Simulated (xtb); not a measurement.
xtb input (GFN2-xTB):

```bash
xtb mol.xyz --gfn 2 --ohess tight --chrg 0 --uhf 0
```
mol.xyz:
```
16

C     -0.90250062    -0.98895875     1.67349301
Ge    -0.37544348     0.32998909     0.27560718
C      1.01237775     1.59855833     0.97813491
C     -1.84899502     1.28646813    -0.47412327
N      0.41089052    -0.58193879    -1.08772197
C      1.29899873    -1.38347414    -1.39475134
O      2.15116013    -2.06098730    -1.76324232
H     -0.07716311    -1.53006200     2.03410724
H     -1.41934801    -0.45622092     2.51200317
H     -1.60914784    -1.67522936     1.22880096
H      1.31972061     2.26010613     0.20892812
H      1.86198526     1.01739559     1.33885324
H      0.61019542     2.21636020     1.80819025
H     -2.36209214     1.87463215     0.26149685
H     -1.54780421     1.98501941    -1.24967243
H     -2.57895107     0.57335638    -0.91167482
```

End of the output:

```
       7    147.50    -0.80626 ( 98.70%)    -0.73598 (  1.30%)    -0.80534
       8    153.26    -0.78452 ( 98.88%)    -0.72463 (  1.12%)    -0.78385
       9    181.32    -0.69015 ( 99.43%)    -0.67485 (  0.57%)    -0.69006
      10    184.80    -0.67960 ( 99.47%)    -0.66922 (  0.53%)    -0.67954
   ------------------------------------------------------------------------

   temp. (K)  partition function   enthalpy   heat capacity  entropy
                                   cal/mol     cal/K/mol   cal/K/mol   J/K/mol
 298.15  VIB  0.699E+05             5649.286     29.825     37.153
         ROT  0.488E+06              888.752      2.981     29.012
         INT  0.341E+11             6538.038     32.806     66.164
         TR   0.195E+28             1481.254      4.968     41.096
         TOT                        8019.2918    37.7744   107.2600   448.7758

       T/K    H(0)-H(T)+PV         H(T)/Eh          T*S/Eh         G(T)/Eh
   ------------------------------------------------------------------------
    298.15    0.127796E-01    0.132884E+00    0.509627E-01    0.819214E-01
   ------------------------------------------------------------------------

         :::::::::::::::::::::::::::::::::::::::::::::::::::::
         ::                  THERMODYNAMIC                  ::
         :::::::::::::::::::::::::::::::::::::::::::::::::::::
         :: total free energy         -22.008558501894 Eh   ::
         ::.................................................::
         :: total energy              -22.090479864942 Eh   ::
         :: zero point energy           0.120104492946 Eh   ::
         :: G(RRHO) w/o ZPVE           -0.038183129898 Eh   ::
         :: G(RRHO) contrib.            0.081921363048 Eh   ::
         :::::::::::::::::::::::::::::::::::::::::::::::::::::

optimized geometry written to: xtbopt.xyz

           -------------------------------------------------
          | TOTAL ENERGY              -22.090479864942 Eh   |
          | TOTAL ENTHALPY            -21.957595817097 Eh   |
          | TOTAL FREE ENERGY         -22.008558501894 Eh   |
          | GRADIENT NORM               0.000317129923 Eh/α |
          | HOMO-LUMO GAP               6.506818124959 eV   |
           -------------------------------------------------

------------------------------------------------------------------------
------------------------------------------------------------------------
 total:
 SCF:
 ANC optimizer:
 analytical hessian:
```
